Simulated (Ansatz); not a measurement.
Reaction (cleavage of the Si–Si bond): `F[SiH2][SiH](F)F` + `SS` → `F[SiH2]SS` + `F[SiH2]F`

Computed with Ansatz on PBE0-D4/def2-TZVP structures; ΔE is electronic, products minus reactants. CBS: MP2 limit from def2 TZ/QZ plus the TZ coupled-cluster correction, frozen cores. This one scheme is used for every species. One conformer a species, not always the lowest.

```
           species  CCSD(T)/CBS(def2) energy (Eh)
`F[SiH2][SiH](F)F`                     -879.52477
              `SS`                     -796.74576
       `F[SiH2]SS`                    -1186.31147
        `F[SiH2]F`                     -489.99391
```

(1) Work out ΔE.

(2) What do rigid-rotor, harmonic-oscillator terms from PBE0-D4/def2-TZVP frequencies (298.15 K, 1 bar) make of the CCSD(T)/CBS value? (Best estimate.)

Largest T1 diagnostic among the species: 0.012.

Answers

(1) ΔE = (-1186.31147) + (-489.99391) − (-879.52477) − (-796.74576) = -0.03485 Eh = -21.9 kcal/mol.

(2) Computed: ΔZPE = +0.8 kcal/mol, ΔH = -21.5 kcal/mol, ΔS = -13 J/(mol·K), ΔG = -20.6 kcal/mol. Modes under 50 cm⁻¹ make the entropy rough.

Leaving LDA and LC-ωPBE aside and taking each functional with its dispersion term where it has one, the values, not all of them listed here, spread over 3.4 kcal/mol, from ωB97M-V to PBE-D4. LDA lies −1.6 kcal/mol from PBE without D4. The D4 term adds −0.9 kcal/mol with B3LYP and −0.4 kcal/mol with PBE0; it sums over pairs of atoms, weighted by their polarisabilities, and B3LYP, whose exchange is more repulsive, gets the larger term.

B3LYP here is the variant with VWN-RPA as its local correlation; programs differ in this.
